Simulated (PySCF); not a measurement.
1,3-thiazole-2-carbaldehyde (C4H3NOS), SMILES O=Cc1nccs1. Coordinates come from a PBE0-D3(BJ)/def2-SVP optimisation. One conformer was computed; it need not be the lowest.

Calculation: PBE0-D3(BJ)/def2-SVP (PySCF 2.14.0).

Harmonic wavenumbers (cm⁻¹): 140, 174, 279, 483, 512, 647, 663, 697, 770, 803, 910, 929, 1024, 1082, 1192, 1280, 1362, 1390, 1477, 1584, 1854, 2982, 3242, 3283. Rotational constants (GHz): 5.127, 1.968, 1.422; symmetry number 1.

Work out the zero-point energy and the ideal-gas rigid-rotor harmonic-oscillator thermochemistry at 298.15 K and 1 atm.

ZPE = ½ Σ hcν = ½ × 28758 cm⁻¹ = 172.01 kJ/mol. H − E(el) = 189.60 kJ/mol. Entropy in J/(mol K): translation 167.72, rotation 115.09, vibration 42.23, total 325.03. G − E(el) = 92.69 kJ/mol. Cp = 93.43 J/(mol K). Modes under 150 cm⁻¹ make the vibrational entropy uncertain.
